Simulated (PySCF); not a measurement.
[Sm(H2O)4]3+ relaxed at several levels

Computed with PySCF 2.14.0, def2-SVP on the ligands, density fitting, scalar-relativistic core potentials, no spin-orbit coupling, vacuum. Each row is relaxed at its own level from the same template. Distances are means of the shortest metal–ligand contacts, charges and spins Mulliken's; removal energies are rigid, with the ligand's formal charge and no counterpoise, so too large; for an anion taken off a cation in vacuum most of it is the attraction of opposite charges, and multiply charged cations can part far more cheaply with an electron moved from ligand to metal. lcecp potentials hold a fixed number of 4f electrons in the core, out of states, spins and gaps.

| level | basis on the metal | point group | M–H2O (Å) | charge on M (e) | removal of one H2O (eV) | unstable modes (below −25 cm⁻¹) |
| --- | --- | --- | --- | --- | --- | --- |
| TPSS | lcecp-1-SVP with ECP51 | S4 | 2.346 | 1.71 | 3.26 | not given |

Task: What does the calculation give for PBE0, lcecp-1-SVP with ECP51?

Result: point group: S4, M–H2O (Å): 2.337, charge on M (e): 1.79, removal of one H2O (eV): 3.29, unstable modes (below −25 cm⁻¹): not given.
```xyz
13

Sm    0.0000    0.0000    0.0000
O     1.3971    1.3559    1.2935
H     2.1951    1.0958    1.8063
H     1.3365    2.3255    1.4477
O    -1.3971   -1.2935    1.3559
H    -1.3365   -1.4477    2.3255
H    -2.1951   -1.8063    1.0958
O     1.3971   -1.3559   -1.2935
H     1.3365   -2.3255   -1.4477
H     2.1951   -1.0958   -1.8063
O    -1.3971    1.2935   -1.3559
H    -2.1951    1.8063   -1.0958
H    -1.3365    1.4477   -2.3255
```

Moved off a saddle point of the template and relaxed again: PBE0, TPSS. One start shape was tried for each, so a minimum needn't be the lowest isomer.
